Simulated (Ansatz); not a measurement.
Cost and result up the ladder for Si(vinyl)2(NHMe)2 (C₆H₁₄N₂Si) (23 atoms). Total charge 0; singlet. Geometry: PBE-D4/def2-SVP.

```xyz
23

Si   -0.336    0.123    0.012
C    -1.661   -1.204   -0.193
C    -1.541   -2.189   -1.106
H    -2.558   -1.204    0.457
H    -0.662   -2.237   -1.774
H    -2.299   -2.982   -1.235
C     0.425   -0.039    1.730
C     0.213   -1.080    2.561
H     1.068    0.787    2.095
H    -0.412   -1.940    2.259
H     0.649   -1.133    3.575
N    -1.130    1.645   -0.298
C    -0.484    2.942   -0.237
H    -2.147    1.674   -0.196
H    -0.562    3.452    0.755
H     0.597    2.819   -0.459
H    -0.889    3.644   -1.000
N     0.981    0.026   -1.125
C     2.224   -0.708   -0.981
H     0.787    0.352   -2.075
H     3.109   -0.104   -1.286
H     2.371   -0.982    0.084
H     2.257   -1.660   -1.564
```

Ansatz on 4 threads of Arm Neoverse V2 on a shared host. Times are rough, and most runs start from the orbitals of an earlier one. PBE0-D4/def2-TZVP serves as the yardstick here, not as an exact answer. Differences are given only for rows in sets of like size (and for xTB, whose basis is part of the method), since another set adds its own error. Binding counts from free atoms at the same level (Si triplet, C triplet, H doublet, N quartet; other spins of the atoms weren't run), without zero-point energy or a counterpoise term.

B3LYP takes the VWN-RPA correlation. HSE06 is defined as in plane-wave codes, on full-range PBE exchange. Correlated methods freeze 13 core orbitals.

Run but left out: HF/def2-TZVP (restricted singlet, unstable towards broken spin symmetry); HF/6-31G (restricted singlet, unstable in another Hartree–Fock run and untested here).

Correlated methods converge slowly with the basis.

```json
{"level": "B3LYP-D4/6-31G", "functions": "113", "wall time": "2.4 s"}
{"level": "PBE-D4/def2-SVP", "functions": "200", "wall time": "2.6 s"}
{"level": "PBE0-D4/def2-SVP", "functions": "200", "wall time": "4.1 s"}
{"level": "PBE-D4/def2-TZVP", "functions": "369", "wall time": "6 s"}
{"level": "PBE0-D4/def2-TZVP", "functions": "369", "wall time": "10 s"}
{"level": "HSE06-D4/def2-TZVP", "functions": "369", "wall time": "11 s"}
{"level": "r2SCAN-D4/def2-TZVP (with forces)", "functions": "369", "wall time": "13 s"}
{"level": "MP2/def2-TZVP", "functions": "369", "wall time": "14 s"}
```

(1) Estimate what each level gives for the binding energy per atom (eV).

Answers

(1) 
```json
{"level": "B3LYP-D4/6-31G", "binding energy per atom (eV)": "3.99", "difference from PBE0-D4/def2-TZVP (eV)": "–", "remarks": "–"}
{"level": "PBE-D4/def2-SVP", "binding energy per atom (eV)": "4.23", "difference from PBE0-D4/def2-TZVP (eV)": "–", "remarks": "–"}
{"level": "PBE0-D4/def2-SVP", "binding energy per atom (eV)": "4.17", "difference from PBE0-D4/def2-TZVP (eV)": "–", "remarks": "–"}
{"level": "PBE-D4/def2-TZVP", "binding energy per atom (eV)": "4.21", "difference from PBE0-D4/def2-TZVP (eV)": "0.07", "remarks": "–"}
{"level": "PBE0-D4/def2-TZVP", "binding energy per atom (eV)": "4.14", "difference from PBE0-D4/def2-TZVP (eV)": "0.00", "remarks": "–"}
{"level": "HSE06-D4/def2-TZVP", "binding energy per atom (eV)": "4.14", "difference from PBE0-D4/def2-TZVP (eV)": "0.00", "remarks": "–"}
{"level": "r2SCAN-D4/def2-TZVP (with forces)", "binding energy per atom (eV)": "4.11", "difference from PBE0-D4/def2-TZVP (eV)": "-0.02", "remarks": "–"}
{"level": "MP2/def2-TZVP", "binding energy per atom (eV)": "4.01", "difference from PBE0-D4/def2-TZVP (eV)": "-0.12", "remarks": "restricted SCF unstable"}
```
